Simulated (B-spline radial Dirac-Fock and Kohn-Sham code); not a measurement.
## Auger decay of the 3d5/2 hole in Tc⁺

System: Tc⁺ in the configuration 1s2 2s2 2p6 3s2 3p6 3d10 4s2 4p6 4d5 5s1, inside a Watson sphere of charge -1 and radius 2.2 Å (a model of the Madelung potential; inside it an electron's potential energy is raised by 6.5 eV).

These are calculated numbers from a radial finite-basis atomic code; the model is independent-particle rates on relativistic LDA orbitals of the hole state (multipoles up to L = 3, Coulomb Auger matrix elements, transition energies from Dirac-Fock). Kinetic energies are configuration averages from the vacuum level; the two-hole energies are estimated from single-hole states.

| transition | kinetic energy (eV) | width (meV) | share (%) |
| --- | --- | --- | --- |
| M5-N1N1 | – | 2.00 | 1.2 |
| M5-N1N2 | – | 6.53 | 3.8 |
| M5-N1N3 | – | 15.9 | 9.3 |
| M5-N2N3 | 142.2 | 7.03 | 4.1 |
| M5-N3N3 | 144.9 | 3.85 | 2.3 |
| M5-N1N4 | – | 3.57 | 2.1 |
| M5-N1N5 | – | 28.8 | 16.9 |
| M5-N2N5 | 185.8 | 23.4 | 13.7 |
| M5-N2N4 | 186.2 | 0.520 | 0.3 |
| M5-N3N4 | 188.6 | 2.21 | 1.3 |
| M5-N3N5 | 189.2 | 40.0 | 23.5 |
| M5-N4N5 | 231.4 | 15.7 | 9.2 |
| M5-N5N5 | 231.7 | 18.3 | 10.7 |
| M5-N5O1 | 239.7 | 1.64 | 1.0 |

A dash stands for an energy that rests on an unreliable hole state.

The listed channels hold 99 % of the non-radiative rate. Summed by principal shells, of 0.170 eV in all: MNN 98.6 %, MNO 1.4 %.
